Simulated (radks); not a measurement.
Values are calculated unless marked as measured or tabulated.
The cobalt ion Co5+, configuration [Ar] 3d4. Level of theory: non-relativistic Kohn-Sham, LDA (Slater exchange, Perdew-Wang correlation), spin-unpolarised, spherical densities, point nucleus (a radial shooting solver on a logarithmic mesh with Libxc functionals). Some entries of the table are withheld. Estimate them.

orbital,occ.,eigenvalue (Ry),<r^2> (bohr^2),r(max) (bohr)
1s,2,-557.7828,0.004356,0.03756
2s,2,-71.44153,(1),(2)
2p,6,-62.97592,0.06291,0.1733
3s,2,-13.48821,0.6635,0.6685
3p,6,-10.91002,(3),(4)
3d,4,(5),0.8311,(6)

Answer. 
(1) 2s <r^2> (bohr^2): 0.07922
(2) 2s r(max) (bohr): 0.2165
(3) 3p <r^2> (bohr^2): 0.7105
(4) 3p r(max) (bohr): 0.6683
(5) 3d eigenvalue (Ry): -6.60025
(6) 3d r(max) (bohr): 0.6187
